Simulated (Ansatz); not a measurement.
Input file for Ansatz (a program for electronic structure): R-revPBE/def2-TZVPPD on Cl3H2NSi (SMILES N[Si](Cl)(Cl)Cl). The basis file is the Basis Set Exchange's JSON of that set.

Ansatz 0.2 input:
```yaml
crystal:
  periodic: [false, false, false]
  atoms:
    - {symbol: Si, position_ang: [-0.33364765, -0.28650698, -0.35516316]}
    - {symbol: N, position_ang: [0.70651962, 0.44143194, 0.75453873]}
    - {symbol: H, position_ang: [1.58574971, 0.83655992, 0.46156247]}
    - {symbol: H, position_ang: [0.35547612, 0.85173730, 1.60508390]}
    - {symbol: Cl, position_ang: [0.78246805, -1.44034394, -1.61777861]}
    - {symbol: Cl, position_ang: [-1.41067147, 1.01231012, -1.52668939]}
    - {symbol: Cl, position_ang: [-1.68589439, -1.41528836, 0.67854607]}
basis:
  gaussian:
    orbitals: def2-TZVPPD.json
hamiltonian:
  xc: {name: revPBE}
scf: {lower_state_search: off}
```

It printed:

```
WARN ansatz: RAYON_NUM_THREADS=4 ignored (pool sized by the plan → 4); use --threads N
Functional definition: revPBE
these checks for a lower state are left out or cut short: stability, starts, cluster_reference, orbital_swaps, neighbouring_geometries, increment
integrals: 0.33 GiB planned
1574 factors; their error is unknown
mean field: 1.72 GiB planned
mean field evaluation 1: about -46957.3112 eV, gradient 7.1e1 eV
mean field evaluation 2: about -46922.5976 eV, gradient 1.3e2 eV
mean field evaluation 4: about -46966.3369 eV, gradient 1.2e1 eV
mean field evaluation 8: about -46966.6150 eV, gradient 8.6e-2 eV
mean field evaluation 16: about -46966.5920 eV, gradient 7.3e-5 eV
mean field -46966.59202953 eV, -1725.9904219857 hartree, gradient 6.7e-6 eV, S^2 0.000000; 0 other end points of the search recorded, 0 dependent functions left out
reference -46966.59211507 eV, -1725.9904251294 hartree; 37, 37 occupied and 235, 235 virtual orbitals, 1574 factors
Total energy: -46966.59211507 eV, -1725.9904251294 hartree
Checks for a lower state left out: stability, starts, cluster_reference, orbital_swaps, neighbouring_geometries, increment
```

The run converged.

Cost: very roughly 4 core-seconds.
